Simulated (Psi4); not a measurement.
N, quartet.

Here is a job for Psi4.
```
memory 2 GB

molecule {
0 4
N     0.00000000    0.00000000    0.00000000
}

set {
  basis 6-311g**
  reference uhf
  freeze_core true
  mp2_type conv
  scf_type pk
  puream true
  d_convergence 1e-8
}

energy('mp2')
print_variables()
```

Q: What does this run give for the MP2 correlation energy, total energy, SCF-reference <S^2>, number of basis functions?

A: 
```json
{
  "MP2 correlation energy": "-0.0771 Eh",
  "total_energy": "-54.4751 Eh",
  "SCF-reference <S^2>": "3.756",
  "number_of_basis_functions": "18"
}
```

These values belong to the state on which the SCF converged, which isn't shown to be the lowest.
